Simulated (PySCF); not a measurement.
C₄H₉NSi, SMILES C#CCC[SiH2]N. The structure is a stationary point at PBE-D3(BJ)/def2-SVP. The structure was generated by enumeration, and PubChem lists no compound with its InChIKey, so it may never have been made. One conformer was computed; it need not be the lowest.

Computed equilibrium geometry at PBE-D3(BJ)/def2-SVP (PySCF confirms it by a frequency run) as bond lengths and angles, and its point group (one conformer of several):
point group Cs.
Atoms: C1 C2 C3 C4 Si5 N6 H7 H8 H9 H10 H11 H12 H13 H14 H15. Bonds (Å): C1–C2 1.223, C1–H7 1.081, C2–C3 1.462, C3–C4 1.545, C3–H8 1.114, C3–H9 1.114, C4–Si5 1.905, C4–H10 1.112, C4–H11 1.112, Si5–N6 1.746, Si5–H12 1.508, Si5–H13 1.508, N6–H14 1.023, N6–H15 1.023. Bond angles (°): C2–C1–H7 179.6, C1–C2–C3 178.5, C2–C3–C4 113.8, C2–C3–H8 108.9, C2–C3–H9 108.9, C4–C3–H8 109.9, C4–C3–H9 109.9, H8–C3–H9 105.3, C3–C4–Si5 113.3, C3–C4–H10 109.7, C3–C4–H11 109.7, Si5–C4–H10 109.0, Si5–C4–H11 109.0, H10–C4–H11 105.9, C4–Si5–N6 116.9, C4–Si5–H12 107.8, C4–Si5–H13 107.8, N6–Si5–H12 107.2, N6–Si5–H13 107.2, H12–Si5–H13 109.8, Si5–N6–H14 118.6, Si5–N6–H15 118.6, H14–N6–H15 109.9.
Charge 0, spin multiplicity 1.
